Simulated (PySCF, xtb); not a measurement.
C3H6O2Si, SMILES C=C=C[SiH](O)O. One conformer was computed; it need not be the lowest.

Harmonic wavenumbers (cm⁻¹) from GFN2-xTB in xtb at its own minimum, in rising order: 28, 89, 141, 221, 233, 283, 302, 317, 432, 464, 679, 702, 724, 795, 819, 822, 847, 891, 934, 960, 1097, 1259, 1422, 2074, 2237, 3044, 3075, 3081, 3679, 3715.

Problem. What does PBE-D3(BJ)/def2-SVP run with PySCF 2.14.0 give at its own minimum? (Estimate from the structure and the level; the computed values follow.)

Solution. 49, 96, 216, 226, 265, 305, 332, 352, 473, 494, 674, 733, 777, 786, 830, 842, 881, 895, 937, 946, 1027, 1200, 1381, 1997, 2190, 3062, 3074, 3149, 3721, 3757. Paired by order, the mean absolute difference is 32 cm⁻¹ and the zero-point energies are 50.6 and 51.0 kcal/mol.
